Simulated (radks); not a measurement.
Values are calculated unless marked as measured or tabulated.
Valence configurations of W2+ (all share [Xe]). Code: a radial shooting solver on a logarithmic mesh with Libxc functionals. Model: Dirac Kohn-Sham, LDA (Slater exchange, Perdew-Wang correlation), spin-unpolarised, spherical densities, point nucleus; open shells fill j = l - 1/2 first. Energies are relative to 4f14 5d4; eigenvalues in eV.

| valence | E (eV) | e(4f5/2) | e(4f7/2) | e(5d3/2) | e(5d5/2) | e(6p1/2) |
|---|---|---|---|---|---|---|
| 4f14 5d4 | 0.000 | -50.263 | -48.022 | -20.395 | - | - |
| 4f14 5d3.5 6p0.5 | 3.425 | -52.431 | -50.189 | -21.951 | - | -14.741 |
| 4f13 5d4 6p1 | 39.886 | -64.043 | -61.708 | -25.183 | - | -15.852 |
| 4f12 5d6 | 72.795 | -69.682 | -67.256 | -23.640 | -22.578 | - |
| 4f13 5d4 6s1 | 33.837 | -62.899 | -60.565 | -24.218 | - | - |
| 4f14 5d3 6p1 | 7.227 | -54.640 | -52.397 | -23.516 | - | -15.506 |
| 4f13 5d5 | 32.340 | -59.740 | -57.407 | -22.039 | -21.094 | - |
| 4f14 5d2 6s2 | 3.723 | -56.926 | -54.680 | -24.840 | - | - |
| 4f14 5d3 6s1 | 1.365 | -53.488 | -51.245 | -22.563 | - | - |
| 4f12 5d5 6p1 | 81.581 | -74.146 | -71.718 | -26.936 | -25.795 | -16.187 |

NIST lists [Xe] 4f14 5d4 as the ground configuration; this level of theory agrees among the configurations tried. The energies are those of spherical spin-averaged densities, not of single terms.
